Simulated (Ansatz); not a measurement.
The same molecule with X = Mg, Zn, Cd. Ansatz, PBE0-D4/def2-TZVP geometries, multiplicity 1. Each molecule was computed in one conformer, which needn't be the lowest.

Elements past krypton have def2 core potentials. Scalar relativity is left out up to krypton.

```tsv
X	molecule	mean X–Cl bond length / Å	mean X–O bond length / Å	HOMO–LUMO gap (PBE/def2-TZVPP) / eV	LUMO energy (PBE0/def2-TZVPP) / eV	HOMO–LUMO gap (PBE0/def2-TZVPP) / eV
Mg	`[SiH3][O][Mg][Cl]`	2.171	1.780	4.43	-1.70	6.60
Zn	`[SiH3][O][Zn][Cl]`	2.078	1.753	4.60	-1.57	6.95
```

Problem. Give the row for X = Cd, `[SiH3][O][Cd][Cl]`. (Estimate.)

Solution. Ansatz gave: 
| X | molecule | mean X–Cl bond length / Å | mean X–O bond length / Å | HOMO–LUMO gap (PBE/def2-TZVPP) / eV | LUMO energy (PBE0/def2-TZVPP) / eV | HOMO–LUMO gap (PBE0/def2-TZVPP) / eV |
| --- | --- | --- | --- | --- | --- | --- |
| Cd | `[SiH3][O][Cd][Cl]` | 2.255 | 1.953 | 3.90 | -2.10 | 6.23 |

From Mg to Cd the mean X–Cl bond length isn't monotonic: highest at Cd, lowest at Zn; the mean X–O bond length isn't monotonic: highest at Cd, lowest at Zn; the HOMO–LUMO gap (PBE/def2-TZVPP) isn't monotonic: highest at Zn, lowest at Cd; the LUMO energy (PBE0/def2-TZVPP) isn't monotonic: highest at Zn, lowest at Cd; the HOMO–LUMO gap (PBE0/def2-TZVPP) isn't monotonic: highest at Zn, lowest at Cd. Bonds lengthen as the atom grows down the group.
